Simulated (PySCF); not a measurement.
# From computed data to an observable: entropy of an ideal gas

BeClHS, SMILES [SH][Be][Cl].

Coordinates come from a r2SCAN-D4/def2-TZVP optimisation. One conformer was computed; it need not be the lowest.

r2SCAN-D4/def2-TZVP (PySCF 2.14.0) gives the harmonic wavenumbers 202, 238, 377, 630, 1083, 2675 cm⁻¹ and the rotational temperatures 13.6955, 0.1029, 0.1022 K. The molar mass is 77.53 g/mol, the symmetry number 1, the spin multiplicity 1.

**Question.** Work out the entropy at 298.15 K and 1 atm in the rigid-rotor, harmonic-oscillator model.

**Answer.** 
Translation (Sackur–Tetrode at 1 atm): S = R[1.5 ln M + 2.5 ln T − 1.16487] = 163.0 J/(mol K).
Rotation: q = (√π/σ) T^1.5/√(θA θB θC) = 24000, S = R[ln q + 3/2] = 96.3 J/(mol K).
Vibration: with u = 1.4388 ν/T, each mode gives R[u/(e^u − 1) − ln(1 − e^−u)]:
| ν (cm⁻¹) | modes | u | S (J/(mol K)) |
|---|---|---|---|
| 202 | 1 | 0.97 | 8.85 |
| 238 | 1 | 1.15 | 7.61 |
| 377 | 1 | 1.82 | 4.40 |
| 630 | 1 | 3.04 | 1.68 |
| 1083 | 1 | 5.23 | 0.28 |
The stiffer modes add less than 0.005 each. Sum 22.8 J/(mol K).
Spin: R ln 1 = 0.0 J/(mol K).
Total 282.2 J/(mol K); the program's own thermochemistry gives 282.2. Translation makes up 58 % and vibration 8 %. Anharmonicity, hindered rotation and orbital degeneracy are left out.
